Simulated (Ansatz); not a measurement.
## Relaxing a trial structure of I4Sn

The starting geometry of this gas-phase singlet was optimised with GFN2-xTB.

```xyz
5

I     1.6386   -1.8286   -0.6763
I    -0.9266   -0.0262    2.7576
I    -0.2745    2.4244   -0.6604
I    -0.8749   -2.2216   -1.4620
Sn    1.0940    0.9950    1.2262
```

Task: Predict what becomes of its bonds when it is optimised with r2SCAN-D4/def2-SVP.

Result: A new bond forms, giving a structure with I1 bridging I4 and Sn5, given below by its coordinates. Contacts that close: I1–Sn5 (3.45 → 2.90 Å).

The energy falls by 0.18 eV over 20 steps:

```tsv
step	E − E(last) (eV)
1	0.177
3	0.131
5	0.127
7	0.116
9	0.092
12	0.041
14	0.005
16	0.002
18	0.000
20	0.000
```

Final geometry (Å):

```yaml
atoms:
  - { symbol: I, position_ang: [0.8034, -1.5775, -0.6689] }
  - { symbol: I, position_ang: [-0.6401, 0.6102, 3.3074] }
  - { symbol: I, position_ang: [0.0292, 3.0952, -0.1597] }
  - { symbol: I, position_ang: [-0.3829, -3.5617, -2.3189] }
  - { symbol: Sn, position_ang: [0.8470, 0.7769, 1.0253] }
```

Frequencies at the end are all real (lowest 14 cm⁻¹). Atoms past krypton carry core potentials, without spin–orbit terms. Run with Ansatz 0.2.0, 110 s on 2 threads of Arm Neoverse V1, with other jobs on the host.
